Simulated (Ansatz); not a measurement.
Born–Oppenheimer molecular dynamics of AlBrClF2H (6 atoms, charge 0, multiplicity 1). It starts at the highest image of a converged band, a first-order saddle point between two minima.

Computed with RKS r2SCAN-D4/def2-SVP (Ansatz 0.2.0).

- ensemble: NVE (velocity Verlet)
- time step: 0.5 fs
- steps asked: 200
- starting velocities drawn for: 100 K
- seed: 7287

First frame:

```xyz
6
Properties=species:S:1:pos:R:3
Al 0.013 -0.304 0.082
Cl 0.011 0.188 2.273
F 1.436 0.126 -0.644
F -1.444 0.028 -0.625
Br 0.098 -2.631 0.816
H 0.065 -1.435 1.986
```

What does the run give?

All steps were run.

* steps done: 200
* time covered: 100 fs
* mean temperature over the second half: 129 K
* spread of the potential energy over the second half: 4.7 meV per atom
* mean potential energy of the second half above the start: -2.5 meV per atom

The conserved energy stayed within 0.031 meV per atom of its start (net change 0.013 meV per atom), so the integration is sound. A run of 0.1 ps of so small a system gives no equilibrium averages. The orbitals stay closed-shell, which can raise the energy where a bond breaks towards radicals; this wasn't checked here.

What happens to the structure?

Between its relaxed ends the band would form Cl2–H6 and break Br5–H6. These pairs go: Cl2–H6 1.65 → 2.41 Å, Br5–H6 1.67 → 1.48 Å. In the last frame they stand as before the step (other bonds may differ from the relaxed reactants and products). It ends as one piece, AlBrClF2H. Pairs count as bonded within 1.25 times the sum of covalent radii (0.12 Å more for H–H). This is one draw of velocities; another would differ in detail.

How do temperature and energy run in time?


```json
{"time (fs)": "0", "T (K)": "100", "potential energy less start (eV)": "0.000", "conserved less start (meV/atom)": "0.00"}
{"time (fs)": "8", "T (K)": "40", "potential energy less start (eV)": "0.031", "conserved less start (meV/atom)": "0.01"}
{"time (fs)": "16", "T (K)": "64", "potential energy less start (eV)": "0.019", "conserved less start (meV/atom)": "0.00"}
{"time (fs)": "24", "T (K)": "28", "potential energy less start (eV)": "0.037", "conserved less start (meV/atom)": "0.01"}
{"time (fs)": "32", "T (K)": "46", "potential energy less start (eV)": "0.028", "conserved less start (meV/atom)": "0.01"}
{"time (fs)": "40", "T (K)": "69", "potential energy less start (eV)": "0.016", "conserved less start (meV/atom)": "0.00"}
{"time (fs)": "48", "T (K)": "54", "potential energy less start (eV)": "0.024", "conserved less start (meV/atom)": "0.01"}
{"time (fs)": "56", "T (K)": "66", "potential energy less start (eV)": "0.018", "conserved less start (meV/atom)": "0.00"}
{"time (fs)": "64", "T (K)": "89", "potential energy less start (eV)": "0.006", "conserved less start (meV/atom)": "0.00"}
{"time (fs)": "72", "T (K)": "102", "potential energy less start (eV)": "-0.001", "conserved less start (meV/atom)": "0.01"}
{"time (fs)": "80", "T (K)": "134", "potential energy less start (eV)": "-0.017", "conserved less start (meV/atom)": "0.02"}
{"time (fs)": "88", "T (K)": "174", "potential energy less start (eV)": "-0.038", "conserved less start (meV/atom)": "0.01"}
{"time (fs)": "96", "T (K)": "195", "potential energy less start (eV)": "-0.049", "conserved less start (meV/atom)": "-0.01"}
```

The run took 8 min on 4 threads of Arm Neoverse V1, with other jobs on the host, peak memory 0.18 GiB.
